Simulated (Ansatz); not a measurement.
`[SiH3][O][In]([SH])[O][SiH3]` + HBr → `[SiH3][O][In]([SH])[Br]` + `O[SiH3]`  (ligand exchange at the In–O bond)

Isolated molecules relaxed with PBE0-D4/def2-TZVP in Ansatz; ΔE leaves out vibrations. CCSD(T)/CBS adds triple-zeta CCSD(T) − MP2 to the extrapolated MP2 energy (def2 sets, frozen cores). DFT in def2-TZVPP. Elements past krypton have def2 core potentials. For Br, In outer-core shells are correlated without core-valence functions, which leaves a few kJ/mol of doubt a bond. Scalar relativity is left out up to krypton. Each species was taken in one conformer, which may not be the lowest.

`[SiH3][O][In]([SH])[O][SiH3]`:

```xyz
13

Si    2.362    0.416   -0.134
O     1.262    1.060    0.886
In   -0.644    0.805    1.282
S    -1.733    1.864    3.065
O    -1.609   -0.413    0.074
Si   -1.291   -1.220   -1.309
H     3.711    0.524    0.481
H     2.075   -1.024   -0.401
H     2.367    1.135   -1.438
H    -2.905    1.283    2.749
H    -2.560   -1.405   -2.062
H    -0.701   -2.557   -1.025
H    -0.334   -0.466   -2.169
```

HBr:

Cartesian coordinates in Å:
```
Br 0.604 0.374 -0.008
H -0.604 -0.374 0.008
```

`[SiH3][O][In]([SH])[Br]`:

Z-matrix (Å, degrees):
```
Si
O 1 1.635
H 1 1.486 2 108.4
H 1 1.490 2 111.3 3 119.7
H 1 1.490 2 111.4 3 -119.8
In 2 1.966 1 135.4 3 176.7
Br 6 2.445 2 116.6 1 -0.4
S 6 2.351 2 118.0 1 179.6
H 8 1.346 6 91.5 2 -0.0
```

`O[SiH3]`:

Cartesian coordinates in Å:
```
O 0.624 -0.442 -1.028
Si -0.184 0.276 0.215
H 0.853 -1.368 -0.938
H -1.496 -0.381 0.470
H -0.398 1.682 -0.198
H 0.602 0.234 1.479
```

```csv
level,ΔE (eV)
PBE-D4,-0.96
B2PLYP,-0.96
PBE,-1.00
r2SCAN,-0.99
HF/def2-TZVPP,-1.10
MP2/def2-TZVPP,-0.92
SCS-MP2/def2-TZVPP,-0.90
CCSD(T)/def2-TZVPP,-0.88
```

Problem. What does CCSD(T)/CBS give? (An estimate is asked.)

Solution. Ansatz gave: -0.91 eV. The listed levels differ from it by -0.05, -0.05, -0.09, -0.08, -0.19, -0.01, 0.01, 0.03 eV.

Largest T1 diagnostic among the species: 0.015.

From PBE to PBE0 (25 % exact exchange), in def2-TZVPP and without D4, ΔE moves by −0.05 eV. In def2-TZVPP, CCSD(T) changes the Hartree–Fock value by +0.22 eV (the triples alone add +0.03 eV) and MP2 by +0.18 eV. The D4 term adds +0.07 eV with B3LYP and +0.04 eV with PBE0; it sums over pairs of atoms, weighted by their polarisabilities, and B3LYP, whose exchange is more repulsive, gets the larger term.

B3LYP here is the variant with VWN-RPA as its local correlation; programs differ in this.
